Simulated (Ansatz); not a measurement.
The cluster Ba2Se⁺. The state is a doublet with charge 1. Geometry PBE-D4/def2-TZVP, that of the neutral singlet; atoms count from 1.

Cartesian coordinates in Å:
```
Ba -1.8713 0.0622 1.0033
Ba 1.2596 -1.2952 -1.1171
Se 0.6117 1.2331 0.1138
```

In the def2 sets Ba takes a core potential; there is no spin–orbit coupling. The structure comes from a short search, and lower isomers may exist.

Question: Estimate the Mulliken populations from the PBE0/def2-TZVP orbitals of Ansatz.

Answer: 
| atom | charge (e) | spin (α − β) |
| --- | --- | --- |
| Ba1 | 0.96 | 0.51 |
| Ba2 | 0.96 | 0.51 |
| Se3 | -0.91 | -0.02 |
Mulliken values and Mayer orders depend strongly on the basis.

Question: Where does the spin sit?

Answer: Summed by element: Ba 1.02, Se -0.02, of 1 unpaired in all. Largest on single atoms: Ba1 0.51, Ba2 0.51, Se3 -0.02.

Question: And the Mayer bond orders between bonded heavy atoms (over 0.3)?

Answer: Ba1–Ba2 0.57 (4.02 Å); Ba1–Se3 0.90 (2.89 Å); Ba2–Se3 0.90 (2.89 Å).
